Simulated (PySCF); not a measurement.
# Computed data sheet: `C#CC#CC#CC#N`

Compound: C7HN.
Cartesian coordinates in Å at the GFN2-xTB level; atoms count from 1:
```
atom  x, y, z in Å
C1    -3.7097   -0.2281   -0.9013
C2    -2.5388   -0.1402   -0.6186
C3    -1.2331   -0.0426   -0.3031
C4    -0.0504    0.0446   -0.0156
C5     1.2461    0.1409    0.2985
C6     2.4292    0.2280    0.5856
C7     3.7400    0.3261    0.9024
N8     4.8567    0.4095    1.1731
H9    -4.7265   -0.3050   -1.1461
```

Among its groups: nitrile and alkyne.

GFN2-xTB geometry:

| Quantity | Value |
| --- | --- |
| Point group of the GFN2-xTB geometry | C∞v |
| Rotational constant B (linear) of the GFN2-xTB geometry | 0.571 GHz |

From CAM-B3LYP/def2-SVPD ground state and vertical TDDFT (core frozen in the response) (PySCF):

| Property | Result |
| --- | --- |
| Dipole moment | 5.33 D |
| HOMO energy | -8.97 eV |
| LUMO energy | -1.95 eV |
| HOMO–LUMO gap | 7.02 eV |
| Lowest singlet excitation | 3.32 eV (374 nm, f = 0.000) |
| Strongest line among the 8 lowest singlet transitions | S7 at 6.24 eV (199 nm, f = 3.741) |
| Lowest triplet excitation (Tamm–Dancoff) | 2.69 eV |
| Static isotropic polarisability | 115.4 au |
| Electronic spatial extent ⟨r²⟩ about the centre of nuclear charge | 1736 bohr² |

Monoisotopic mass (most abundant isotopes): 99.0109 u.

The 8 singlets span 3.32 to 6.78 eV, and their oscillator strengths add up to 3.74. The polarisability is 17.11 Å³ as a volume (1 au = 0.148185 Å³), or 2.31 au for each of the 50 electrons. The principal polarisabilities are 45.6, 45.6 and 255.1 au; their mean is the isotropic value. In atomic units the dipole is 2.10 e·bohr (1 au = 2.5417 D). A dipole of 5.33 D is allowed in C∞v, and pure rotational transitions are dipole-allowed. No computed singlet falls in the visible range (750 to 380 nm, 1.65 to 3.26 eV); S1 lies 0.06 eV above its blue end. The vertical singlet–triplet gap S1 − T1 is 0.63 eV (TDDFT singlet less Tamm–Dancoff triplet). For a rigid linear rotor the levels are B·J(J + 1), so J = 1 lies 2B = 1.14 GHz above J = 0.

Geometry: GFN2-xTB; no solvent, vibrations or thermal averaging.

For the TDDFT job (CAM-B3LYP/def2-SVPD), the run took 16 s wall on an Arm Neoverse V2 with one thread, shared host.
